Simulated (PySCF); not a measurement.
Species: `O([SiH2]OCC)/C(=C\[SiH3])[SiH3]`. The columns A, B, C and D hold Mulliken, IAO, Hirshfeld and ESP-fitted charges (e) of one PBE0/pcSseg-1 density (PySCF), in a shuffled order. Coordinates in Å (GFN2-xTB); the density's dipole moment is (1.51, -1.88, -0.20) D.

```csv
atom,x,y,z,A,B,C,D
C1,3.798,-0.064,0.540,-0.435,-0.307,-0.316,-0.123
C2,3.014,0.358,-0.694,-0.038,+0.373,+0.043,+0.015
O3,1.646,0.451,-0.444,-0.634,-0.539,-0.605,-0.220
Si4,0.598,-0.760,-0.292,+1.216,+0.773,+0.935,+0.441
O5,-0.747,0.102,-0.114,-0.578,-0.241,-0.572,-0.174
C6,-2.040,-0.264,0.082,-0.040,+0.027,-0.042,-0.010
Si7,-2.527,-2.086,-0.007,+0.566,+0.276,+0.480,+0.308
C8,-2.907,0.726,0.324,-0.478,-0.369,-0.443,-0.171
Si9,-2.304,2.504,0.396,+0.606,+0.372,+0.564,+0.293
H10,3.593,0.621,1.358,+0.151,+0.098,+0.126,+0.045
H11,3.503,-1.065,0.842,+0.139,+0.081,+0.116,+0.039
H12,4.863,-0.055,0.325,+0.148,+0.067,+0.117,+0.049
H13,3.194,-0.355,-1.508,+0.117,-0.025,+0.098,+0.036
H14,3.340,1.350,-1.024,+0.148,+0.008,+0.121,+0.046
H15,0.571,-1.596,-1.497,-0.180,-0.150,-0.132,-0.086
H16,0.853,-1.605,0.880,-0.181,-0.148,-0.130,-0.086
H17,-3.973,-2.146,0.203,-0.102,-0.055,-0.078,-0.066
H18,-2.181,-2.637,-1.318,-0.111,-0.066,-0.061,-0.071
H19,-1.833,-2.843,1.038,-0.112,-0.070,-0.065,-0.071
H20,-3.944,0.471,0.476,+0.159,+0.168,+0.122,+0.042
H21,-3.451,3.341,0.779,-0.128,-0.104,-0.112,-0.085
H22,-1.251,2.647,1.403,-0.115,-0.080,-0.083,-0.077
H23,-1.819,2.930,-0.918,-0.116,-0.086,-0.082,-0.077
```

Question: Which column most likely holds the ESP-fitted charges?

Answer: B. Σ q r misses the density's dipole by 0.03 D (B), 0.38 D (D), 1.53 D (C), 1.73 D (A). Charges fitted to the outside potential are the only set here that is tied to the molecule's multipoles.

Question: And the Hirshfeld charges?

Answer: D. The mean sizes are 0.114 e (D), 0.195 e (B), 0.237 e (C), 0.283 e (A), and Hirshfeld charges are commonly the smallest of these schemes.

As computed, A = IAO, B = ESP-fitted, C = Mulliken, D = Hirshfeld. Hydrogens on carbon: IAO +0.12 to +0.16, ESP-fitted -0.03 to +0.17, Mulliken +0.10 to +0.13, Hirshfeld +0.04 to +0.05 e.

The Mulliken scheme gives each basis function's population to the atom it is centred on and halves the overlap population of two atoms between them. The Hirshfeld scheme weights the molecular density at each point by an atom's share of the summed free-atom densities.

Geometry: GFN2-xTB, one conformer, isolated molecule.

Shape of the structure used: `[CH3:1][CH2:2][O:3][SiH2:4][O:5]/[C:6]([SiH3:7])=[CH:8]\[SiH3:9]`: C1–C2–O3–Si4 -76°, C2–O3–Si4–O5 -177°, O3–Si4–O5–C6 -179°, Si4–O5–C6–Si7 -7°.
